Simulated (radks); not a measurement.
Initial-state core-level shifts of neutral potassium when its valence configuration changes from [Ar] 4s1. Method: non-relativistic Kohn-Sham, BLYP, spin-polarised, spherical densities, point nucleus; open shells are filled with parallel spins first; computed with a radial shooting solver on a logarithmic mesh with Libxc functionals. Shifts are changes of the shell-averaged eigenvalues in eV (positive: less bound); the change of the density at the nucleus, which sets a Mossbauer isomer shift, is in e/bohr^3, on a base of 4547.

| valence | 2s | 2p | 3s | 3p | density at nucleus |
|---|---|---|---|---|---|
| 4p1 | -1.487 | -1.485 | -1.470 | -1.449 | -1.0815 |
| 4s0.5 4p0.5 | -0.764 | -0.763 | -0.756 | -0.746 | -0.5150 |
| 3d1 | -1.386 | -1.397 | -1.345 | -1.352 | -1.0903 |
| 3d0.5 4s0.5 | -0.973 | -0.977 | -0.950 | -0.949 | -0.4813 |
